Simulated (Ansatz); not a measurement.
Molecule: SiNH4, charge 0, multiplicity 2. SMILES: [SiH3][NH]
Geometry: optimised at B3LYP-D3(BJ)/def2-TZVP (Ansatz, a program for electronic structure).

B3LYP/STO-3G beside other levels, property by property. Conventions: no spin-orbit coupling; frozen cores in correlated levels; non-relativistic; 6-31G* and kin with 6d, 5d where marked; each state is the SCF solution reached for its charge and spin; UHF or UKS for open shells; dispersion terms only where a functional's name holds one; atomisation electronic, to ground-state atoms. CBS(X,Y): correlation extrapolated as X^-3; Hartree-Fock from the larger set. [CCSD(T)-MP2]/basis is that difference in the basis named. First-principles rows: single points at B3LYP-D3(BJ) geometries (Ansatz), with unscaled harmonic terms from B3LYP/6-31G* (Ansatz) at its own minima, enthalpies of formation by atomisation with measured atoms. Anions need diffuse functions, which STO-3G, LANL2DZ, def2-SVP, cc-pVDZ and Pople sets without + lack.

Coupled cluster (Ansatz) is a level with limits of its own, used here on species with T1 under 0.025 (0.045 for open shells) and stable references: RI-MP2/CBS(aug-cc-pV(T+d)Z,aug-cc-pV(Q+d)Z)+[CCSD(T)-MP2]/aug-cc-pV(T+d)Z.

| property | B3LYP/STO-3G (Ansatz) | PBE/6-31G* (Ansatz) | B3LYP/6-31G* (Ansatz) | wB97M-V/def2-TZVPD (Ansatz) | to compare with |
|---|---|---|---|---|---|
| enthalpy of formation at 298 K (kcal/mol) | -51.2 | 54.2 | 53.2 | 43.8 | 44.7 coupled cluster |
| vertical electron affinity to the singlet (eV) | -4.43 | 0.91 | 0.82 | 1.60 | 1.77 coupled cluster |
| vertical ionisation energy to the triplet (eV) | 7.91 | 10.06 | 10.31 | 10.57 | 10.69 coupled cluster |
| atomisation energy (kcal/mol) | 497.0 | 391.6 | 392.6 | 402.0 | 401.1 coupled cluster |

As the rows show:
- enthalpy of formation at 298 K: B3LYP/STO-3G lies 95.9 kcal/mol below coupled cluster.
- vertical electron affinity to the singlet: B3LYP/STO-3G lies 6.20 eV below coupled cluster.
- vertical ionisation energy to the triplet: B3LYP/STO-3G lies 2.78 eV below coupled cluster.
- atomisation energy: B3LYP/STO-3G lies 95.9 kcal/mol above coupled cluster.

The properties are those with a value to compare with, at most eight drawn at random. No case is left out for the size of its miss. Left out are saddle points of the reference geometry, anions that the best level run finds unbound, excited spin states, species near biochemistry, 298 K rows of species without real B3LYP wavenumbers, cases with under five habitual levels, runs that failed or that the program found above a lower state of the same kind, table entries that another table contradicts, and a share of species set aside by lot.
